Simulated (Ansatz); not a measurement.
Ansatz (a first-principles code) input (r2SCAN/def2-TZVPD):

Ansatz 0.2 input:
```yaml
crystal:
  periodic: [false, false, false]
  atoms:
    - {symbol: O, position_ang: [0.13525849, 1.35592352, -1.16132046]}
    - {symbol: Ge, position_ang: [-0.01988170, -0.14204225, 0.11177867]}
    - {symbol: O, position_ang: [-1.19479258, 0.69656597, 1.06633211]}
    - {symbol: O, position_ang: [-0.49452712, -1.45002421, -0.90522240]}
    - {symbol: O, position_ang: [1.60440503, -0.24695838, 0.68569350]}
    - {symbol: H, position_ang: [-0.20957433, 2.22101521, -0.88272076]}
    - {symbol: H, position_ang: [-1.05011430, 0.71509541, 2.02282787]}
    - {symbol: H, position_ang: [-1.44441328, -1.58974653, -1.02792182]}
    - {symbol: H, position_ang: [2.03819430, -1.10596587, 0.57851502]}
    - {symbol: H, position_ang: [0.89937130, 1.46089855, -1.75147962]}
basis:
  gaussian:
    orbitals: def2-TZVPD
hamiltonian:
  xc: {name: r2SCAN}
magnetization: {spin_polarized: true, initial_magnetization: 1}
```

Output:

```
Functional definition: r2SCAN
integrals: 0.24 GiB planned
1364 factors; their error is unknown
mean field: 1.90 GiB planned
mean field evaluation 1: about -64767.5364 eV, gradient 8.0e1 eV
mean field evaluation 2: about -64696.8360 eV, gradient 1.5e2 eV
mean field evaluation 4: about -64786.2312 eV, gradient 1.8e1 eV
mean field evaluation 8: about -64787.4288 eV, gradient 3.3e-1 eV
mean field evaluation 16: about -64787.4100 eV, gradient 5.5e-4 eV
mean field -64787.41004370 eV, -2380.8934046223 hartree, gradient 4.9e-5 eV, S^2 0.751863; 0 other end points of the search recorded, 0 dependent functions left out
reference -64787.41007360 eV, -2380.8934057211 hartree; 35, 34 occupied and 224, 225 virtual orbitals, 1364 factors
Total energy: -64787.41007360 eV, -2380.8934057211 hartree
```

This state (charge 0, doublet) is run at the relaxed geometry of the species with charge 1 and multiplicity 1.
